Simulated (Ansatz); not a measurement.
C2HS, SMILES `C#C[S+]` (lower triplet) (charge 1, multiplicity 3). The linear singlet lies higher and needs more than one determinant, so no gap is given.

These are r2SCAN/cc-pVTZ // B3LYP-D3(BJ)/def2-TZVP (Ansatz, a quantum-chemistry and plane-wave program) values and carry that method's errors.

Ansatz 0.2 input:
```yaml
crystal:
  periodic: [false, false, false]
  atoms:
    - { symbol: C, position_ang: [-0.743978, 0.004803, -0.086382] }
    - { symbol: C, position_ang: [0.502138, -0.003287, 0.058547] }
    - { symbol: S, position_ang: [2.053807, -0.012516, 0.235522] }
    - { symbol: H, position_ang: [-1.811969, 0.011001, -0.207688] }
basis:
  gaussian: { orbitals: cc-pVTZ }
hamiltonian:
  xc: r2scan
total_charge: 1
magnetization:
  spin_polarized: true
  initial_magnetization: 2
```

Output:

```
Functional definition: r2SCAN
656 factors; their error is unknown
mean field evaluation 1: about -12896.0440 eV, gradient 5.7e1 eV
mean field evaluation 2: about -12831.8092 eV, gradient 1.1e2 eV
mean field evaluation 4: about -12910.2648 eV, gradient 2.1e1 eV
mean field evaluation 8: about -12913.0059 eV, gradient 2.1e-1 eV
mean field evaluation 16: about -12912.9857 eV, gradient 1.8e-4 eV
mean field -12912.98574550 eV, -474.5434734111 hartree, gradient 8.0e-5 eV, S^2 2.059621; 0 other end points of the search recorded, 0 dependent functions left out
reference -12912.98575446 eV, -474.5434737402 hartree; 15, 13 occupied and 93, 95 virtual orbitals, 656 factors
Total energy: -12912.98575446 eV, -474.5434737402 hartree
```
